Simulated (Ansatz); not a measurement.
Reaction (substitution at a C–Zn bond): `[CH3][Zn][CH2]O` + `[CH3][Ga]([NH2])[OH]` → `C[O][Ga]([CH3])[NH2]` + `O[CH2][ZnH]`

Computed with Ansatz on PBE0-D4/def2-TZVP structures; ΔE is electronic, products minus reactants. CCSD(T)/CBS is the MP2 limit (def2-TZVPP, def2-QZVPP) plus CCSD(T) − MP2 in def2-TZVPP, frozen cores. For Ga, Zn outer-core shells are correlated without core-valence functions, which leaves a few kJ/mol of doubt a bond. Scalar relativity is left out up to krypton. Each species was taken in one conformer, which may not be the lowest.

`[CH3][Zn][CH2]O`:

Cartesian coordinates in Å:
```
C -1.455 -1.517 0.695
Zn -0.235 -0.069 0.255
C 1.046 1.358 -0.221
O 2.010 0.951 -1.203
H -1.302 -2.376 0.037
H -2.496 -1.198 0.595
H -1.306 -1.854 1.725
H 1.629 1.605 0.671
H 0.557 2.295 -0.520
H 1.551 0.805 -2.032
```

`[CH3][Ga]([NH2])[OH]`:

Cartesian coordinates in Å:
```
C 0.090 1.018 1.224
Ga 0.078 -0.114 -0.370
N -0.738 -1.721 -0.525
O 0.902 0.335 -1.901
H -0.346 1.994 1.002
H -0.478 0.561 2.036
H 1.114 1.180 1.568
H -0.713 -2.264 -1.370
H -1.259 -2.171 0.206
H 1.350 1.182 -1.870
```

`C[O][Ga]([CH3])[NH2]`:

```xyz
13

C     0.422    0.607    2.158
O    -0.555    0.512    1.161
Ga   -0.193   -0.115   -0.479
C    -1.638   -0.185   -1.781
N     1.534   -0.622   -0.726
H     1.244    1.283    1.881
H     0.864   -0.368    2.411
H    -0.036    1.005    3.070
H    -2.530   -0.612   -1.322
H    -1.366   -0.782   -2.652
H    -1.885    0.824   -2.116
H     1.897   -0.992   -1.587
H     2.243   -0.555   -0.017
```

`O[CH2][ZnH]`:

```xyz
7

O    -1.367    0.522    0.361
C    -0.112   -0.128    0.598
Zn    1.155    0.081   -0.902
H    -1.831    0.040   -0.326
H    -0.263   -1.174    0.897
H     0.312    0.369    1.476
H     2.106    0.289   -2.104
```

```json
{"species": "`[CH3][Zn][CH2]O`", "HF/def2-TZVPP energy (Eh)": "-1931.91096"}
{"species": "`[CH3][Ga]([NH2])[OH]`", "HF/def2-TZVPP energy (Eh)": "-2094.05873"}
{"species": "`C[O][Ga]([CH3])[NH2]`", "HF/def2-TZVPP energy (Eh)": "-2133.08834"}
{"species": "`O[CH2][ZnH]`", "HF/def2-TZVPP energy (Eh)": "-1892.85545"}
```

Problem. Work out ΔE.

Solution. ΔE = (-2133.08834) + (-1892.85545) − (-1931.91096) − (-2094.05873) = 0.02590 Eh = +16.3 kcal/mol. CCSD(T)/CBS gives +22.3 kcal/mol.

Largest T1 diagnostic among the species: 0.014.

In def2-TZVPP, CCSD(T) changes the Hartree–Fock value by +4.7 kcal/mol (the triples alone add +0.4 kcal/mol) and MP2 by +7.4 kcal/mol. The D4 term adds −1.1 kcal/mol with B3LYP and −0.6 kcal/mol with PBE0; it sums over pairs of atoms, weighted by their polarisabilities, and B3LYP, whose exchange is more repulsive, gets the larger term.

B3LYP here is the variant with VWN-RPA as its local correlation; programs differ in this.
